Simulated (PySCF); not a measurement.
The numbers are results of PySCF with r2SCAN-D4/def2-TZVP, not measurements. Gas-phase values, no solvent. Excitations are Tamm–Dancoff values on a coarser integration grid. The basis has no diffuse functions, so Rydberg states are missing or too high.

Reference species (SMILES): `[NH2][Al]([NH2])[NH2]` (neutral, multiplicity 1).

The brightest of the four lowest singlets (TDA) is 6.59 eV and the S1–T1 gap (TDA) is 0.35 eV.

Changed species: `[NH2][AlH][NH2]` (1 of 3 NH2 replaced by H; the reference has 0 of 3 NH2 replaced by H).

Problem. What does the change do to the brightest of the four lowest singlets (TDA) and S1–T1 gap (TDA)?

Solution. the brightest of the four lowest singlets (TDA) rises by 0.31 eV, to 6.90 eV; the S1–T1 gap (TDA) rises by 0.32 eV, to 0.67 eV.
